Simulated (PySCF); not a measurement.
Si(H)(F)2(OEt) (C₂H₆F₂OSi), SMILES CCO[SiH](F)F. Atoms are numbered in the order given.

```xyz
12

Si     0.8888     0.2690     0.6321
F      1.7700    -0.9997     0.1601
F      1.3676     1.4898    -0.3109
O     -0.6979    -0.0311     0.4161
C     -1.3152    -0.3932    -0.8178
C     -2.8043    -0.5646    -0.5964
H      1.1469     0.5798     2.0414
H     -1.1203     0.3926    -1.5691
H     -0.8648    -1.3304    -1.1898
H     -3.2488     0.3741    -0.2325
H     -3.3019    -0.8481    -1.5369
H     -2.9929    -1.3496     0.1516
```
Charge 0, spin multiplicity 1.

Coordinates come from a ωB97X-D3(BJ)/def2-SVP optimisation. This is a generated structure with no PubChem entry under its InChIKey; it may be hypothetical. Other conformers were not sampled.

Vertical ionisation energy (IE) and electron affinity (EA) in eV. Rows of orbital energies are one-electron estimates. Where ΔSCF, EOM or ADC give a negative EA the extra electron is unbound and the value depends on the basis.

```
level                                          IE     EA
-------------------------------------------  ----  -----
−ε(HOMO), −ε(LUMO), B3LYP/def2-TZVP (PySCF)  8.65  -0.76
−ε(HOMO), −ε(LUMO), PBE/def2-TZVP (PySCF)    7.28  -0.23
```
